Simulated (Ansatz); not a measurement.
Two isomers of FH7OSi3: A = `O[SiH2][SiH2][SiH2]F`, B = `O[SiH](F)[SiH2][SiH3]`.

Program: Ansatz. Geometries: PBE0-D4/def2-TZVP. ΔE: electronic, gas phase. CBS: MP2 limit from def2 TZ/QZ plus the TZ coupled-cluster correction, frozen cores. DFT in def2-TZVPP. B3LYP here is the variant with VWN-RPA as its local correlation; programs differ in this. Each species was taken in one conformer, which may not be the lowest.

(1) Which isomer does CCSD(T)/CBS put lower? Give the gap. (Best estimate.)

(2) Give E(B) − E(A) in kcal/mol with CCSD/def2-TZVPP, PBE0-D4, B3LYP-D4, HF/def2-TZVPP, ωB97M-V, B3LYP, r2SCAN-D4. (Estimate.)

Largest T1 diagnostic: 0.013.

## Answers

(1) The calculation gave: B, by 7.3 kcal/mol.

(2) The calculation gave: CCSD/def2-TZVPP -7.3, PBE0-D4 -7.7, B3LYP-D4 -7.2, HF/def2-TZVPP -6.5, ωB97M-V -7.5, B3LYP -7.3, r2SCAN-D4 -8.1. None reverses the order clearly.

In def2-TZVPP, CCSD(T) changes the Hartree–Fock value by −1.1 kcal/mol (the triples alone add −0.2 kcal/mol) and MP2 by −0.8 kcal/mol.
